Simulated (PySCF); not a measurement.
A calculated (UHF, PySCF 2.14, 6-31G*, the non-relativistic Hamiltonian (point nucleus)) atom or ion has these occupied shells.

```csv
shell,electrons,orbital energy (eV),"rms radius, mean of both spins (bohr)"
1s,2,-344.94,0.311
2s,2,-46.081,1.51
```

Q: Name the element and its charge.

A: C²⁺ (carbon, charge +2), in [He] 2s2, closed-shell 1S.
